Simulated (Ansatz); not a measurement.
Problem. Name a neutral molecule of Al, C, Cl, O and H with ideal-gas entropy at 298 K and 1 bar (rigid rotor, harmonic PBE0-D4/def2-TZVP) between 339 and 355 J/(mol·K) and HOMO energy (PBE0/def2-TZVPP) between -8.00 and -7.70 eV (Ansatz, PBE0-D4/def2-TZVP geometry).

Solution. `ClC1C[CH2][AlH][O]1` (340 J/(mol·K), -7.88 eV). Other molecules can fit too; these were computed, each in one conformer that needn't be the lowest.
